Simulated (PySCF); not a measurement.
# Simulated absorption spectrum

Mo(NH)Me4, C4H13MoN (singlet state).
SMILES: `[CH3][Mo]([CH3])([CH3])([CH3])=[NH]`

The calculation used TDDFT B3LYP/def2-SVPD, vertical, gas phase, core orbitals frozen in the response, def2 core potentials past Kr (PySCF 2.14.0, density-fitted response routines). Isolated species at its PBE0-D3(BJ)/def2-SVP geometry, gas phase. Spin–orbit coupling is left out.

Broadening: Gaussians 0.25 eV wide at half height, area fixed by f = 4.319×10⁻⁹ ∫ε dν̃. The width is an assumption, not a result. The curve ends short of the highest state used, and states not computed would add to its high-energy end.

E (eV), ε (L mol⁻¹ cm⁻¹) and a bar:
```
     2.40          1 
     2.48          7 
     2.55         36 #
     2.62        119 ##
     2.69        258 ####
     2.76        363 #####
     2.83        333 #####
     2.90        215 ###
     2.97        146 ##
     3.04        182 ###
     3.12        246 ####
     3.19        218 ###
     3.26        125 ##
     3.33         47 #
     3.40         11 
     3.47          2 
     3.54          5 
     3.61         38 #
     3.69        227 ###
     3.76        688 ##########
     3.83       1348 ####################
     3.90       1711 #########################
     3.97       1406 #####################
     4.04        749 ###########
     4.11        268 ####
     4.18        126 ##
     4.25        304 ####
     4.33        937 ##############
     4.40       1649 ########################
     4.47       2036 ##############################
```

Task: Where are the band maxima, and which computed states make them?

Result: 446 nm (2.78 eV), ε about 370, made up of S1 (100%); 396 nm (3.13 eV), ε about 250, made up of S2 (99%); 318 nm (3.90 eV), ε about 1700, made up of S3 (100%) (ε in L mol⁻¹ cm⁻¹; maxima over ε = 5, shares over 10%). At its high-energy end, 4.47 eV, the curve is still rising (ε about 2000, from S4). The states used: S1 2.78 eV (f 0.0034); S2 3.14 eV (f 0.0023); S3 3.90 eV (f 0.016); S4 4.45 eV (f 0.016); S5 4.60 eV (f 0.0011); S6 4.67 eV (f 0.0081); S7 4.70 eV (f 0.0087); S8 4.84 eV (f 0.013); S9 4.93 eV (f 0.0023); S10 5.07 eV (f 0.024).

Task: Coming from long wavelengths, where does ε first pass 100 L mol⁻¹ cm⁻¹?

Result: At about 475 nm (2.61 eV), 0.17 eV below S1.

Task: What would ε be at 3.90 eV, the highest of these maxima, with half the width (0.125 eV)?

Result: About 3420 L mol⁻¹ cm⁻¹ against 1710, a factor of about 2.00; a lone state at its own centre would give exactly 2.

Task: Does any computed singlet lie in the visible range?

Result: 2 computed singlets (S1 to S2) lie in the visible range (380 to 750 nm), the largest f among them at 446 nm, f = 0.0034; light of that wavelength is blue, and its complementary colour is yellow; a Tamm–Dancoff triplet lies at 503 nm, without intensity as long as spin–orbit coupling is left out.

Hardware: one thread, Intel Xeon at 2.50 GHz (x86_64), on a shared host. Cost: 2.6 min wall (grids of density and orbitals included), 1.0 GiB resident at most.
